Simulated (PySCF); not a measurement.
B(H)(Br)(vinyl) (C2H4BBr), SMILES C(BBr)=C.

Geometry optimised at B3LYP-D3(BJ)/def2-SVP. This is a generated structure with no PubChem entry under its InChIKey; it may be hypothetical. One conformer was computed; it need not be the lowest.

Method: r2SCAN/def2-TZVP run with PySCF.

Gas-phase values at a fixed geometry.

The total energy comes out as -2677.58198 hartree. The point group is Cs, the highest occupied level is -7.08 eV and the lowest empty level is -3.08 eV. The orbital gap is 4.00 eV and the dipole moment is 1.86 D. The quadrupole, principal values (traceless, Buckingham form, about the centre of nuclear charge) is -3.49, -0.22, 3.71 D·Å. The mean static polarisability is 58.6 bohr³ (8.69 Å³) and the polarisability, principal values is 38.7, 62.6, 74.6 bohr³.
